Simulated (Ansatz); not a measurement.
CH8GeN2 can be A, `C[NH][GeH2][NH2]`, or B, `N[CH2][GeH2][NH2]`.

Isolated molecules relaxed with PBE0-D4/def2-TZVP in Ansatz; ΔE leaves out vibrations. CBS: MP2 limit from def2 TZ/QZ plus the TZ coupled-cluster correction, frozen cores. DFT in def2-TZVPP. B3LYP here is the variant with VWN-RPA as its local correlation; programs differ in this. For Ge outer-core shells are correlated without core-valence functions, which leaves a few kJ/mol of doubt a bond. Scalar relativity is left out up to krypton. Each species was taken in one conformer, which may not be the lowest.

Q: Which isomer does CCSD(T)/CBS put lower? Give the gap. (Estimate.)

A: Computed: A, by 32.8 kJ/mol.

Q: Give E(B) − E(A) in kJ/mol with PBE-D4, B3LYP, HF/def2-TZVPP, B2PLYP, ωB97M-V, PBE0-D4, CCSD/def2-TZVPP. (Estimate.)

A: The calculation gave: PBE-D4 29.1, B3LYP 33.7, HF/def2-TZVPP 42.3, B2PLYP 35.1, ωB97M-V 32.0, PBE0-D4 30.9, CCSD/def2-TZVPP 34.2. None reverses the order clearly.

Largest T1 diagnostic: 0.010.

In def2-TZVPP, CCSD(T) changes the Hartree–Fock value by −8.6 kJ/mol (the triples alone add −0.6 kJ/mol) and MP2 by −7.4 kJ/mol.
